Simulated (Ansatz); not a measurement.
Geometry optimisation of ReO3Br (ReBrO₃).

```yaml
crystal:
  periodic: [false, false, false]
  atoms:
    - {symbol: Re, position_ang: [0.101880, 0.176320, 0.072980]}
    - {symbol: O, position_ang: [0.039940, 0.033660, 1.722470]}
    - {symbol: O, position_ang: [1.629930, 0.060240, -0.556280]}
    - {symbol: O, position_ang: [-0.779350, 1.444150, -0.526980]}
    - {symbol: Br, position_ang: [-0.992400, -1.714360, -0.712190]}
basis:
  gaussian: {orbitals: def2-SVP}
hamiltonian: {xc: pbe0, dispersion: d4}
scf: {omitted_lower_state_checks: [starts]}
output: {orbitals: {seedname: orbitals}}
relax: {f_tol: 0.02, max_steps: 100}
```

```sh
$ ansatz run in.yaml --threads 4 --pin off --events-out ev --progress --plain --max-ram 3916MiB
```

Shortened log:

```
Functional definition: PBE0
mean field -78292.61329424 eV, -2877.2004699239 hartree, gradient 2.8e-5 eV, S^2 0.000000; 0 other end points of the search recorded, 0 dependent functions left out
relax step   1: F+E_penalty+E_count = -78292.76631804 eV  Δ(F+E_penalty+E_count) = +0.000e0 eV  max|allowed force component| = 2.957e0 eV/Å  Δτ_max = 0.0000 Å  (30 SCF iters, accepted)
mean field -78292.92789174 eV, -2877.2120311688 hartree, gradient 2.2e-5 eV, S^2 0.000000; 0 other end points of the search recorded, 0 dependent functions left out
relax step   2: F+E_penalty+E_count = -78293.07448397 eV  Δ(F+E_penalty+E_count) = -3.082e-1 eV  max|allowed force component| = 1.446e0 eV/Å  Δτ_max = 0.1952 Å  (45 SCF iters, accepted)
mean field -78292.92785959 eV, -2877.2120299872 hartree, gradient 1.8e-5 eV, S^2 0.000000; 0 other end points of the search recorded, 0 dependent functions left out
relax step   3: F+E_penalty+E_count = -78293.07536994 eV  Δ(F+E_penalty+E_count) = -8.860e-4 eV  max|allowed force component| = 8.942e-1 eV/Å  Δτ_max = 0.0634 Å  (40 SCF iters, accepted)
mean field -78292.98050314 eV, -2877.2139646021 hartree, gradient 1.7e-5 eV, S^2 0.000000; 0 other end points of the search recorded, 0 dependent functions left out
relax step   4: F+E_penalty+E_count = -78293.12888784 eV  Δ(F+E_penalty+E_count) = -5.352e-2 eV  max|allowed force component| = 2.058e-1 eV/Å  Δτ_max = 0.0330 Å  (34 SCF iters, accepted)
mean field -78292.98213436 eV, -2877.2140245483 hartree, gradient 2.0e-5 eV, S^2 0.000000; 0 other end points of the search recorded, 0 dependent functions left out
relax step   5: F+E_penalty+E_count = -78293.13048613 eV  Δ(F+E_penalty+E_count) = -1.598e-3 eV  max|allowed force component| = 2.004e-2 eV/Å  Δτ_max = 0.0069 Å  (33 SCF iters, accepted)
mean field -78292.98218502 eV, -2877.2140264102 hartree, gradient 2.0e-5 eV, S^2 0.000000; 0 other end points of the search recorded, 0 dependent functions left out
relax step   6: F+E_penalty+E_count = -78293.13051216 eV  Δ(F+E_penalty+E_count) = -2.603e-5 eV  max|allowed force component| = 2.553e-4 eV/Å  Δτ_max = 0.0016 Å  (36 SCF iters, accepted)
mean field -78292.98218502 eV, -2877.2140264102 hartree, gradient 2.0e-5 eV, S^2 0.000000; 0 other end points of the search recorded, 0 dependent functions left out
Total energy: -78293.13055232 eV, -2877.2194788079 hartree
Atom 0 at     0.063333     0.109372     0.045473 Å, force    -0.000016    -0.000143     0.000153 eV/Å
Atom 1 at     0.078770     0.100801     1.736721 Å, force     0.000077     0.000154     0.000091 eV/Å
Atom 2 at     1.655898     0.127015    -0.523783 Å, force     0.000122     0.000100    -0.000022 eV/Å
Atom 3 at    -0.734443     1.499355    -0.495015 Å, force    -0.000006     0.000144    -0.000029 eV/Å
Atom 4 at    -1.063558    -1.836533    -0.763396 Å, force    -0.000176    -0.000255    -0.000193 eV/Å
Dipole moment:    -0.194194    -0.335324    -0.139375 e Å
Checks for a lower state left out: starts
```

It took 12 s on 4 threads of Arm Neoverse V2 on a shared host.

In the def2 sets Re takes a core potential; there is no spin–orbit coupling.
